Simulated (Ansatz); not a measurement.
CH3NSn (`N#[C][SnH3]`), relaxed with RKS PBE0-D4/def2-TZVP in the Gaussian-basis code of Ansatz from a PBE-D4/def2-SVP geometry. The force threshold is 0.005 eV/Å; the program also tests the step.

Charge 0, multiplicity 1. Sn takes the def2 core potential.

Start:

```xyz
6

N    -1.674    0.199   -2.031
C    -0.925    0.110   -1.132
Sn    0.425   -0.051    0.515
H     1.636    1.139    0.258
H    -0.510    0.253    1.924
H     1.048   -1.650    0.466
```

Problem. How much energy does the relaxation release, and in how many steps? (Estimate.)

Solution. The calculation gave: 0.97 kcal/mol, in 3 steps.

Problem. Which bonds change most? (An estimate is asked.)

Solution. Ansatz gave: C2–Sn3 from 2.135 to 2.112 Å; Sn3–H5 from 1.717 to 1.695 Å; Sn3–H4 from 1.717 to 1.695 Å; Sn3–H6 from 1.717 to 1.695 Å.

Problem. Give the relaxed structure. (An estimate is asked.)

Solution. The calculation gave: 
```xyz
6

N    -1.648    0.196   -2.005
C    -0.917    0.109   -1.119
Sn    0.419   -0.050    0.510
H     1.614    1.125    0.253
H    -0.502    0.249    1.901
H     1.034   -1.629    0.460
```
